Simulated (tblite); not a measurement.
Species: C6H8F3P.
SMILES with atom numbers: `[CH3:1][CH2:2][C@@H:3]1[CH2:4][P:5]1[C:6]([F:7])=[C:8]([F:9])[F:10]` (hydrogens: H11, H12, H13 on C1; H14, H15 on C2; H16 on C3; H17, H18 on C4)

Computed with GFN2-xTB (tblite), gas phase: L-BFGS steps from a force-field or distance-geometry start until the largest atomic force falls under 0.01 eV/Å.

Step 0: E = -913.7314 eV
```
atom  x, y, z in Å  |  force x, y, z in eV/Å
C1     -2.8248    0.0510   -0.3255   -0.862  -0.213  -0.078
C2     -1.6263    0.8421    0.1474    0.142   0.267   0.433
C3     -0.3670    0.0011    0.0971   -0.687   0.559  -0.393
C4     -0.0262   -0.9008    1.2156   -0.017  -0.946   0.597
P5      1.0772    0.5503    1.0859    0.707   0.630   0.322
C6      2.4362   -0.1723    0.0700    0.385   0.440   0.263
F7      2.1947   -1.2426   -0.7153    0.061   0.127   0.087
C8      3.6834    0.3400    0.0977   -1.082  -0.755  -0.275
F9      3.9905    1.4036    0.8577    0.287  -0.796  -0.727
F10     4.6369   -0.2343   -0.6589    0.115   0.926   0.699
H11    -2.6990   -0.2887   -1.3578    0.022   0.045   0.208
H12    -3.7348    0.6755   -0.2853    0.406  -0.250  -0.043
H13    -3.0084   -0.8277    0.3103    0.169   0.280  -0.222
H14    -1.8109    1.1956    1.1729    0.119  -0.103  -0.141
H15    -1.4982    1.7314   -0.4756    0.009  -0.053  -0.042
H16    -0.1685   -0.3208   -0.9065    0.213  -0.337  -0.369
H17     0.4016   -1.8752    0.9981   -0.053   0.064  -0.044
H18    -0.6652   -0.9218    2.1007    0.067   0.113  -0.276
```

Step 1: E = -913.8149 eV
```
atom  x, y, z in Å  |  force x, y, z in eV/Å
C1     -2.8371    0.0480   -0.3266   -0.093   0.013   0.003
C2     -1.6242    0.8459    0.1536   -0.263   0.073  -0.011
C3     -0.3768    0.0090    0.0915    0.070  -0.039   0.187
C4     -0.0265   -0.9143    1.2242    0.075   0.220  -0.163
P5      1.0873    0.5593    1.0905    0.098   0.163   0.183
C6      2.4417   -0.1660    0.0738   -0.812  -0.243   0.072
F7      2.1955   -1.2408   -0.7141    0.025   0.197   0.154
C8      3.6680    0.3292    0.0938    0.278  -0.047  -0.126
F9      3.9946    1.3922    0.8473    0.199  -0.717  -0.636
F10     4.6385   -0.2211   -0.6490    0.129   0.739   0.545
H11    -2.6987   -0.2881   -1.3548    0.005   0.017   0.112
H12    -3.7290    0.6719   -0.2859    0.038  -0.041  -0.031
H13    -3.0060   -0.8237    0.3072    0.079   0.073  -0.080
H14    -1.8092    1.1941    1.1709    0.076  -0.018   0.085
H15    -1.4981    1.7307   -0.4762   -0.022  -0.025  -0.018
H16    -0.1654   -0.3257   -0.9118    0.136  -0.216  -0.170
H17     0.4009   -1.8743    0.9974    0.062  -0.211  -0.093
H18    -0.6642   -0.9202    2.0967   -0.080   0.063  -0.014
```

Step 2: E = -913.8570 eV
```
atom  x, y, z in Å  |  force x, y, z in eV/Å
C1     -2.8439    0.0469   -0.3270    0.283   0.107   0.030
C2     -1.6279    0.8488    0.1560   -0.229  -0.090  -0.166
C3     -0.3797    0.0117    0.0923    0.264  -0.177   0.094
C4     -0.0253   -0.9162    1.2249    0.106   0.394  -0.259
P5      1.0932    0.5659    1.0956   -0.191  -0.031   0.109
C6      2.4300   -0.1675    0.0766   -0.165   0.023   0.076
F7      2.1963   -1.2366   -0.7109   -0.116  -0.044   0.005
C8      3.6663    0.3239    0.0900   -0.446  -0.216  -0.036
F9      3.9997    1.3751    0.8320    0.259  -0.222  -0.257
F10     4.6414   -0.2029   -0.6354    0.403   0.388   0.178
H11    -2.6985   -0.2875   -1.3516    0.002  -0.007   0.019
H12    -3.7259    0.6697   -0.2867   -0.199   0.091  -0.022
H13    -3.0036   -0.8208    0.3045    0.020  -0.068   0.027
H14    -1.8072    1.1932    1.1715    0.031   0.028   0.172
H15    -1.4984    1.7299   -0.4768   -0.043   0.004  -0.013
H16    -0.1618   -0.3314   -0.9169    0.061  -0.079   0.103
H17     0.4016   -1.8775    0.9956    0.043  -0.142  -0.073
H18    -0.6652   -0.9185    2.0948   -0.081   0.040   0.013
```

Q: Estimate the geometry and energy of step 3. (The exact step hangs on the optimiser's Hessian estimate; all steps are aligned on step 2, rigid shifts and turns removed.)

A: E = -913.8819 eV, largest force 0.347 eV/Å
```
atom  x, y, z in Å  |  force x, y, z in eV/Å
C1     -2.8439    0.0480   -0.3268    0.193   0.097   0.039
C2     -1.6341    0.8491    0.1550    0.069  -0.109  -0.061
C3     -0.3777    0.0110    0.0936    0.139  -0.042  -0.104
C4     -0.0226   -0.9117    1.2217    0.089   0.090  -0.060
P5      1.0943    0.5703    1.1013   -0.287  -0.047   0.071
C6      2.4216   -0.1667    0.0803   -0.305  -0.163  -0.033
F7      2.1946   -1.2350   -0.7089   -0.221  -0.137  -0.036
C8      3.6535    0.3148    0.0865    0.081   0.021  -0.008
F9      4.0084    1.3596    0.8169    0.163   0.064   0.003
F10     4.6514   -0.1830   -0.6229    0.309   0.138   0.005
H11    -2.6983   -0.2872   -1.3490    0.012  -0.018  -0.051
H12    -3.7273    0.6697   -0.2877   -0.199   0.078  -0.020
H13    -3.0015   -0.8199    0.3030    0.000  -0.097   0.060
H14    -1.8052    1.1930    1.1749    0.013   0.010   0.086
H15    -1.4995    1.7295   -0.4774   -0.057   0.011  -0.007
H16    -0.1581   -0.3369   -0.9185    0.033  -0.002   0.222
H17     0.4028   -1.8819    0.9930   -0.029   0.071  -0.022
H18    -0.6672   -0.9165    2.0934   -0.002   0.034  -0.084
```

The energy changes by -0.0248 eV. The first-order estimate −F·Δx gives -0.0414 eV and the mean of the old and new forces, exact on a quadratic surface, -0.0247 eV. The step makes an angle of 38° with the force vector and moves no atom by more than 0.026 Å.

What follows is the cost of the whole relaxation. The run took 0.37 s on one thread, Arm Neoverse V1 (aarch64), on a shared host.
